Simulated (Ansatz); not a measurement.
Harmonic frequencies (cm⁻¹) at PBE0-D4/def2-TZVP from Ansatz: 66, 132, 144, 188, 225, 251, 269, 291, 331, 360, 390, 469, 522, 612, 633, 673, 681, 733, 758, 827, 844, 898, 934, 1038, 1076, 1091, 2080, 2221, 2258, 3921, 3936, 3981, 3988.

Each molecule was computed in one conformer, which needn't be the lowest.

(1) Which molecule is it?
A. `[OH][Al-]([OH])([OH])[OH+][SiH3]`
B. `[CH3][Ga-]([CH3])([F])[SH2+]`
C. `[CH3][InH-]([CH3])[OH2+]`
D. `[SiH3][O+]([SiH3])[InH3-]`

## Answers

(1) A.
